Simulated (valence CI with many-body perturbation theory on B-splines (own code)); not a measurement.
E1 line list for Dy⁵⁹⁺

Calculated by valence CI with perturbative core correlation (CI+MBPT): five valence electrons over a frozen Dirac-Fock core [He], radial functions for each j: 11 s, 11 p, 10 d, 8 f, 5 g, 2 h, with the one-electron correlation potential Σ1, the two-electron term Σ2, the three-electron term Σ3, Breit, model QED; selected CI, second order for the rest, scaled by the run's own slope (own B-spline code, finite nucleus).

The last digits are not significant, and no measured levels were compared; by estimate large intervals hold to a few tenths of a per cent, small ones and those within an open d or f shell to about a per cent. Among the levels kept, up to 7300 cm⁻¹ of a level comes from second order outside the variational space, and about a tenth of that is noise between levels of different J, which matters for small intervals.

Lines 101 to 150 of 573 in falling wavelength, among levels below 713.93 Ry, chosen from the strongest by gf and those to the six lowest levels. Wavelengths and rates use the calculated energies. Electric multipoles are in the length gauge, E1 and E2 with the static RPA response of the core. Weak lines are less certain than strong ones. Lines between different terms over intervals too small for the method are left out, as are lines whose strength nearly cancels. The highest levels of a list are the least certain.

Levels are named by their leading jj configuration (3d3/2^4 stands for four electrons in 3d with j = 3/2), which in mixed levels can hold well under half, so a name can repeat and another be missing. Letters in brackets count levels of one name in rising energy.

| λ vac (nm) | Upper | Lower | A (s⁻¹) | S (a.u.) |
| --- | --- | --- | --- | --- |
| 3.698 | (2s^2 2p1/2^2 3d3/2) J=3/2 | (2s^2 2p1/2^2 3p1/2) J=1/2 | 3.42e+11 | 3.42e-02 |
| 3.696 | (2s^2 2p1/2 2p3/2 3d3/2) J=3/2 [b] | (2s^2 2p1/2 2p3/2 3p1/2) J=3/2 [a] | 1.11e+11 | 1.11e-02 |
| 3.696 | (2s^2 2p1/2 2p3/2 3p3/2) J=3/2 [a] | (2s^2 2p1/2 2p3/2 3s) J=1/2 | 1.96e+11 | 1.95e-02 |
| 3.695 | (2s 2p1/2 2p3/2^2 3p3/2) J=5/2 [c] | (2s 2p1/2 2p3/2^2 3s) J=3/2 [b] | 3.79e+11 | 5.67e-02 |
| 3.694 | (2s 2p1/2 2p3/2^2 3d3/2) J=9/2 | (2s 2p1/2 2p3/2^2 3p1/2) J=7/2 | 3.08e+11 | 7.66e-02 |
| 3.691 | (2s 2p1/2^2 2p3/2 3d3/2) J=7/2 | (2s 2p1/2^2 2p3/2 3p1/2) J=5/2 | 3.10e+11 | 6.15e-02 |
| 3.690 | (2s 2p1/2 2p3/2^2 3p3/2) J=5/2 [a] | (2s 2p1/2 2p3/2^2 3s) J=5/2 [a] | 2.15e+11 | 3.19e-02 |
| 3.689 | (2s 2p1/2 2p3/2^2 3d3/2) J=1/2 [a] | (2s 2p1/2 2p3/2^2 3p1/2) J=3/2 [a] | 3.59e+11 | 1.78e-02 |
| 3.688 | (2s 2p1/2 2p3/2^2 3d3/2) J=5/2 [c] | (2s 2p1/2 2p3/2^2 3p1/2) J=3/2 [b] | 2.18e+11 | 3.23e-02 |
| 3.687 | (2s 2p1/2 2p3/2^2 3d3/2) J=7/2 [a] | (2s 2p1/2 2p3/2^2 3p1/2) J=5/2 [a] | 3.15e+11 | 6.23e-02 |
| 3.687 | (2s^2 2p1/2 2p3/2 3d3/2) J=7/2 | (2s^2 2p1/2 2p3/2 3p1/2) J=5/2 | 3.37e+11 | 6.67e-02 |
| 3.686 | (2s 2p1/2 2p3/2^2 3d3/2) J=5/2 [d] | (2s 2p1/2 2p3/2^2 3p1/2) J=3/2 [c] | 1.89e+11 | 2.81e-02 |
| 3.686 | (2s^2 2p3/2^2 3d3/2) J=5/2 | (2s^2 2p3/2^2 3p1/2) J=3/2 | 1.60e+11 | 2.37e-02 |
| 3.680 | (2s 2p1/2 2p3/2^2 3p3/2) J=9/2 | (2s 2p1/2 2p3/2^2 3s) J=7/2 | 4.54e+11 | 1.12e-01 |
| 3.679 | (2s 2p1/2 2p3/2^2 3p3/2) J=3/2 [d] | (2s 2p1/2 2p3/2^2 3s) J=3/2 [b] | 1.35e+11 | 1.33e-02 |
| 3.677 | (2s^2 2p1/2 2p3/2 3p3/2) J=5/2 [a] | (2s^2 2p1/2 2p3/2 3s) J=3/2 [a] | 5.35e+11 | 7.88e-02 |
| 3.676 | (2s 2p1/2^2 2p3/2 3d3/2) J=1/2 [a] | (2s 2p1/2^2 2p3/2 3p1/2) J=3/2 | 3.66e+11 | 1.79e-02 |
| 3.668 | (2s 2p1/2 2p3/2^2 3p3/2) J=3/2 [c] | (2s 2p1/2 2p3/2^2 3s) J=1/2 [a] | 4.62e+11 | 4.50e-02 |
| 3.667 | (2s 2p1/2^2 2p3/2 3p3/2) J=5/2 [a] | (2s 2p1/2^2 2p3/2 3s) J=3/2 [a] | 1.98e+11 | 2.89e-02 |
| 3.663 | (2s 2p1/2 2p3/2^2 3p3/2) J=7/2 [b] | (2s 2p1/2 2p3/2^2 3s) J=7/2 | 2.94e+11 | 5.71e-02 |
| 3.663 | (2s 2p1/2 2p3/2^2 3d3/2) J=5/2 [a] | (2s 2p1/2 2p3/2^2 3p1/2) J=3/2 [a] | 1.55e+11 | 2.26e-02 |
| 3.657 | (2s 2p1/2 2p3/2^2 3p3/2) J=5/2 [d] | (2s 2p1/2 2p3/2^2 3s) J=3/2 [c] | 3.23e+11 | 4.68e-02 |
| 3.655 | (2s^2 2p3/2^2 3d3/2) J=1/2 | (2s^2 2p3/2^2 3p1/2) J=3/2 | 3.47e+11 | 1.67e-02 |
| 3.652 | (2s^2 2p1/2 2p3/2 3p3/2) J=1/2 [a] | (2s^2 2p1/2 2p3/2 3s) J=1/2 | 3.05e+11 | 1.46e-02 |
| 3.650 | (2p1/2^2 2p3/2^2 3p1/2) J=3/2 | (2s 2p1/2 2p3/2^2 3p1/2) J=5/2 [b] | 3.20e+11 | 3.07e-02 |
| 3.649 | (2s 2p1/2^2 2p3/2 3d3/2) J=5/2 [b] | (2s^2 2p1/2 2p3/2 3d3/2) J=3/2 [a] | 8.33e+10 | 1.20e-02 |
| 3.647 | (2s 2p1/2 2p3/2^2 3d3/2) J=3/2 [d] | (2s 2p1/2 2p3/2^2 3p1/2) J=1/2 [b] | 1.28e+11 | 1.22e-02 |
| 3.647 | (2s 2p1/2^2 2p3/2 3p3/2) J=7/2 | (2s 2p1/2^2 2p3/2 3s) J=5/2 | 4.39e+11 | 8.42e-02 |
| 3.643 | (2s 2p1/2^2 2p3/2 3p3/2) J=3/2 [b] | (2s^2 2p1/2 2p3/2 3p3/2) J=1/2 [a] | 1.67e+11 | 1.59e-02 |
| 3.638 | (2s^2 2p3/2^2 3p3/2) J=5/2 | (2s^2 2p3/2^2 3s) J=5/2 | 2.29e+11 | 3.26e-02 |
| 3.628 | (2s 2p1/2 2p3/2^2 3p3/2) J=3/2 [e] | (2s 2p1/2 2p3/2^2 3s) J=3/2 [d] | 1.85e+11 | 1.75e-02 |
| 3.626 | (2p1/2^2 2p3/2^2 3p3/2) J=7/2 | (2p1/2^2 2p3/2^2 3s) J=5/2 | 2.58e+11 | 4.86e-02 |
| 3.626 | (2p1/2^2 2p3/2^2 3p3/2) J=5/2 | (2p1/2^2 2p3/2^2 3s) J=5/2 | 1.13e+11 | 1.59e-02 |
| 3.624 | (2s 2p1/2^2 2p3/2 3p3/2) J=1/2 [a] | (2s 2p1/2^2 2p3/2 3s) J=3/2 [a] | 4.61e+11 | 2.17e-02 |
| 3.612 | (2s 2p1/2 2p3/2^2 3d5/2) J=3/2 [a] | (2s 2p1/2 2p3/2^2 3p1/2) J=1/2 [a] | 1.60e+11 | 1.49e-02 |
| 3.608 | (2s^2 2p1/2 2p3/2 3d3/2) J=1/2 [a] | (2s^2 2p1/2 2p3/2 3p1/2) J=1/2 | 3.16e+11 | 1.47e-02 |
| 3.608 | (2s 2p1/2 2p3/2^2 3p3/2) J=3/2 [d] | (2s 2p1/2 2p3/2^2 3s) J=1/2 [b] | 1.89e+11 | 1.75e-02 |
| 3.608 | (2s^2 2p1/2^2 3p3/2) J=3/2 | (2s^2 2p1/2^2 3s) J=1/2 | 5.53e+11 | 5.12e-02 |
| 3.604 | (2s 2p1/2^2 2p3/2 3d3/2) J=1/2 [b] | (2s 2p1/2^2 2p3/2 3p1/2) J=1/2 | 2.54e+11 | 1.17e-02 |
| 3.602 | (2s^2 2p3/2^2 3p3/2) J=3/2 [b] | (2s^2 2p3/2^2 3s) J=1/2 | 4.93e+11 | 4.55e-02 |
| 3.597 | (2s 2p1/2 2p3/2^2 3p3/2) J=5/2 [e] | (2s 2p1/2 2p3/2^2 3s) J=3/2 [d] | 2.19e+11 | 3.02e-02 |
| 3.595 | (2s 2p1/2 2p3/2^2 3p3/2) J=3/2 [a] | (2s 2p1/2 2p3/2^2 3s) J=3/2 [a] | 3.77e+11 | 3.46e-02 |
| 3.594 | (2s 2p1/2 2p3/2^2 3d3/2) J=7/2 [b] | (2s 2p1/2 2p3/2^2 3p1/2) J=7/2 | 2.03e+11 | 3.73e-02 |
| 3.571 | (2s 2p1/2 2p3/2^2 3d5/2) J=7/2 [b] | (2s 2p1/2 2p3/2^2 3p1/2) J=5/2 [c] | 8.69e+10 | 1.56e-02 |
| 3.555 | (2s^2 2p1/2 2p3/2 3p3/2) J=3/2 [b] | (2s^2 2p1/2 2p3/2 3s) J=3/2 [b] | 2.29e+11 | 2.03e-02 |
| 3.553 | (2s 2p1/2^2 2p3/2 3p3/2) J=3/2 [b] | (2s 2p1/2^2 2p3/2 3s) J=3/2 [b] | 1.47e+11 | 1.31e-02 |
| 3.543 | (2p1/2^2 2p3/2^2 3p3/2) J=3/2 [a] | (2p1/2^2 2p3/2^2 3s) J=3/2 | 3.62e+11 | 3.18e-02 |
| 3.537 | (2s^2 2p1/2 2p3/2 3d3/2) J=5/2 [b] | (2s^2 2p1/2 2p3/2 3p1/2) J=5/2 | 1.47e+11 | 1.92e-02 |
| 3.533 | (2p1/2^2 2p3/2^2 3d3/2) J=7/2 | (2s 2p1/2 2p3/2^2 3d3/2) J=5/2 [b] | 8.72e+10 | 1.52e-02 |
| 3.528 | (2s^2 2p1/2 2p3/2 3p3/2) J=5/2 [b] | (2s^2 2p1/2 2p3/2 3s) J=3/2 [b] | 2.99e+11 | 3.89e-02 |
